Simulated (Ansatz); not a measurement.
InMe2(OMe) (C₃H₉InO). The state is a singlet with charge 0. Geometry r2SCAN-D4/def2-SVP, basis def2-TZVP, Ansatz.

```json
{"run": "A", "HOMO (eV)": "-5.36", "LUMO (eV)": "-1.39"}
{"run": "B", "HOMO (eV)": "-9.32", "LUMO (eV)": "0.88"}
{"run": "C", "HOMO (eV)": "-6.85", "LUMO (eV)": "-0.80"}
{"run": "D", "HOMO (eV)": "-7.05", "LUMO (eV)": "-0.65"}
{"run": "E", "HOMO (eV)": "-5.43", "LUMO (eV)": "-1.50"}
{"run": "F", "HOMO (eV)": "-5.68", "LUMO (eV)": "-1.24"}
```

In the def2 sets In takes a core potential; there is no spin–orbit coupling.

Task: The runs used PBE, PBE0, r2SCAN, r2SCAN0, revPBE, ωB97X-V. Estimate which is which.

Result: A revPBE (0 % exact exchange); B ωB97X-V (range-separated); C PBE0 (25 % exact exchange); D r2SCAN0 (25 % exact exchange); E PBE (0 % exact exchange); F r2SCAN (0 % exact exchange). Exact exchange lowers occupied and raises empty levels; among semilocal functionals meta-GGAs tend to open the gap a little, and such runs are hard to tell apart. The gap grows from 3.93 eV (PBE) to 10.20 eV (ωB97X-V).
